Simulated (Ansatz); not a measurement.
Calculated with Ansatz (gas phase, PBE0-D4/def2-TZVP geometries, no zero-point term in ΔE). CBS: MP2 limit from def2 TZ/QZ plus the TZ coupled-cluster correction, frozen cores. DFT in def2-TZVPP. B3LYP here is the variant with VWN-RPA as its local correlation; programs differ in this. One conformer a species, not always the lowest.

Consider the isomerisation: `CO[SiH](C)S` → `OCSC[SiH3]`.

(1) Is it downhill or uphill in electronic energy at CCSD(T)/CBS, and by how much? (An estimate is asked.)

(2) What do these levels give: PBE-D4, B3LYP-D4, ωB97M-V, B3LYP, CCSD(T)/def2-TZVPP, CCSD/CBS(def2)? (Estimate.)

Largest T1 diagnostic among the species: 0.011.

Results:

(1) Computed: Uphill: ΔE = +249.9 kJ/mol.

(2) Ansatz gave: PBE-D4 233.0, B3LYP-D4 249.6, ωB97M-V 250.5, B3LYP 250.9, CCSD(T)/def2-TZVPP 249.5, CCSD/CBS(def2) 254.3 kJ/mol.

In def2-TZVPP, CCSD(T) changes the Hartree–Fock value by −19.0 kJ/mol (the triples alone add −4.4 kJ/mol) and MP2 by −14.3 kJ/mol. From PBE to PBE0 (25 % exact exchange), in def2-TZVPP and without D4, ΔE moves by +9.3 kJ/mol.
